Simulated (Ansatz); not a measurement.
Ge₂₂PH₃₂, relaxed as a doublet with UKS PBE-D4/def2-SVP in Ansatz, starting from a model built from a lattice or polyhedron. Force threshold 0.03 eV/Å.

Single mean-field runs in def2-SVP are fitted with def2-universal-jkfit.

Start:

```xyz
55

Ge   -1.9665    3.2644   -1.6781
Ge    1.6723    2.2361   -2.9268
Ge    3.4189    0.4672    3.5328
Ge    4.3745    0.8268   -0.3506
P     0.7342    1.8845    0.9286
Ge   -1.8537   -0.9461    2.0823
Ge   -0.9115   -0.5693   -1.7759
Ge    1.7729   -1.9991    0.8326
Ge   -4.5689    0.5098   -0.5047
Ge   -3.5049   -3.3939   -0.6094
Ge    2.7582   -1.6274   -3.0800
Ge   -1.1171    3.4213    0.5943
Ge    1.5709    2.0686    3.2022
Ge   -3.7015    0.6501    1.7674
Ge    2.5310    2.4194   -0.6629
Ge   -2.7498    0.9971   -2.0891
Ge    0.8906   -0.0624   -3.3554
Ge    5.2284    1.0051    1.9653
Ge    2.6247   -1.8110    3.0904
Ge    3.5909   -1.4343   -0.7659
Ge   -2.6405   -3.2225    1.6839
Ge   -1.7000   -2.8511   -2.1751
Ge   -5.3253   -1.8231   -0.9127
H    -3.1059    4.2408   -1.8623
H    -0.8555    3.6073   -2.6436
H     2.8268    2.5680   -3.9324
H     0.5258    3.2166   -3.1457
H     3.9683    0.5977    4.9318
H     5.5105    1.1496   -1.3232
H    -1.3433   -0.8412    3.5125
H     1.3018   -3.4095    0.5605
H    -5.6738    1.4395   -0.6849
H    -3.9727   -4.8038   -0.8618
H     3.8475   -1.2896   -4.0387
H     2.2320   -3.0480   -3.2984
H    -0.6035    4.8774    0.8586
H    -2.2160    3.1064    1.5723
H     2.0575    3.4591    3.4610
H     0.4705    1.7172    4.1938
H    -3.2261    2.0550    2.0141
H    -4.7851    0.3158    2.7337
H     3.0407    3.7928   -0.3781
H    -3.2764    0.8980   -3.4909
H     0.3572   -0.1458   -4.7798
H     5.7183    2.4205    2.2089
H     6.3822    0.0411    2.1484
H     3.7961   -2.7726    3.2982
H     1.5256   -2.1552    4.0754
H     4.7408   -2.4266   -0.5719
H    -1.4881   -4.2032    1.8724
H    -3.7515   -3.5509    2.6448
H    -0.5806   -3.8321   -1.9995
H    -2.2012   -2.9505   -3.5911
H    -6.4623   -2.1589    0.0632
H    -5.8873   -1.9248   -2.3405
```

Q: Estimate the energy that the relaxation releases and the steps that it takes.

A: 363.9 kJ/mol, in 41 steps; 4.6 min on 11 threads of AMD EPYC 7R13 on a shared host and a whole NVIDIA H100 80GB HBM3. No frequencies were taken in this run, so the end may be a saddle point.

Q: Does the start keep its bonding?

A: Bonds lost: Ge6–H30 (atoms count from 1). Bonds formed: Ge6–Ge7, Ge8–H30 (atoms count from 1).

Q: Predict the relaxed structure.

A: 
```xyz
55

Ge   -2.175    3.388   -1.525
Ge    1.749    1.976   -2.838
Ge    3.284    0.998    3.687
Ge    4.318    0.825   -0.079
P     0.592    1.572    0.775
Ge   -1.296   -1.262    0.612
Ge   -1.349   -0.651   -1.799
Ge    2.142   -2.189    1.576
Ge   -4.591    0.476   -0.195
Ge   -3.918   -3.401   -1.200
Ge    2.427   -1.946   -2.386
Ge   -0.738    3.500    0.455
Ge    1.328    2.250    2.906
Ge   -3.053    0.100    1.681
Ge    2.419    2.306   -0.514
Ge   -3.028    1.139   -1.967
Ge    0.755   -0.256   -2.993
Ge    5.168    1.311    2.160
Ge    2.794   -1.392    3.791
Ge    3.591   -1.506   -0.271
Ge   -2.325   -3.513    0.667
Ge   -2.434   -2.546   -2.949
Ge   -5.612   -1.683   -0.760
H    -3.366    4.363   -1.276
H    -1.383    3.922   -2.752
H     3.020    2.028   -3.739
H     0.762    3.071   -3.333
H     3.637    1.528    5.112
H     5.403    1.102   -1.167
H     0.656   -1.634    1.267
H     2.031   -3.745    1.570
H    -5.682    1.562    0.074
H    -4.603   -4.760   -1.553
H     3.485   -2.039   -3.528
H     1.727   -3.336   -2.280
H     0.195    4.748    0.380
H    -1.620    3.642    1.729
H     1.642    3.779    2.900
H     0.121    2.010    3.862
H    -2.536    1.445    2.270
H    -3.726   -0.701    2.835
H     2.780    3.789   -0.175
H    -3.703    1.123   -3.375
H     0.414   -0.509   -4.499
H     5.691    2.776    2.219
H     6.336    0.358    2.550
H     4.062   -2.150    4.286
H     1.643   -1.674    4.801
H     4.872   -2.399   -0.231
H    -1.291   -4.646    0.387
H    -3.005   -3.810    2.036
H    -1.387   -3.624   -3.364
H    -3.180   -2.069   -4.230
H    -6.538   -2.131    0.411
H    -6.504   -1.512   -2.025
```
Bond lengths: 26 × Ge–Ge 2.44 to 2.49 Å; 3 × Ge–P 2.35 to 2.36 Å; 32 × Ge–H 1.55 to 1.62 Å.
